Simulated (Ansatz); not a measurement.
Ideal-gas functions of F2H3NOSi, SMILES `N[Si](O)(F)F` at 298.15 K and 1 bar, from an Ansatz frequency run at PBE0-D4/def2-TZVP.

Molar mass 99.11 g/mol, point group C1 (symmetry number 1), electronic degeneracy 1, moments of inertia 122.274, 128.028, 135.456 u Å². Harmonic wavenumbers (cm⁻¹, unscaled): 183, 221, 263, 344, 355, 374, 393, 407, 776, 816, 822, 961, 990, 1016, 1583, 3621, 3714, 3934.

Use S(trans) = R[1.5 ln M + 2.5 ln T − 1.1517]; rotational temperatures θ = 24.2544 K / I; S(rot) = R[ln(√π/σ · √(T³/θAθBθC)) + 1.5]; for each mode x = 1.438777 ν̃/T, S = R[x/(eˣ − 1) − ln(1 − e⁻ˣ)] and H = RT x/(eˣ − 1); 1 cm⁻¹ = 0.0119627 kJ/mol; R = 8.31446 J/(mol·K).

Question: By hand: the entropy, in J/(mol·K).

Answer: Translation 166.2. Rotation: θ = 0.1984, 0.1894, 0.1791 K, giving 109.1. Vibration, mode by mode: 9.61, 8.16, 6.87, 4.99, 4.79, 4.45, 4.14, 3.92, 0.95, 0.81, 0.80, 0.46, 0.41, 0.37, 0.03, 0.00, 0.00, 0.00, in all 50.8. Electronic 0.0. Sum 326.1 J/(mol·K).

Question: By hand: H − E and G − E in kJ/mol, counted from the electronic energy.

Answer: Zero-point energy ½ × 20773 × 0.0119627 = 124.3; thermal vibration 9.5; translation, rotation and pV give 4 RT = 9.9. H − E = 143.7 kJ/mol, and G − E = 143.7 − 298.15 × 326.1/1000 = 46.5 kJ/mol.

Vibration gives 16 % of the entropy. The sum counts one conformer and one mirror image; others add a mixing term.
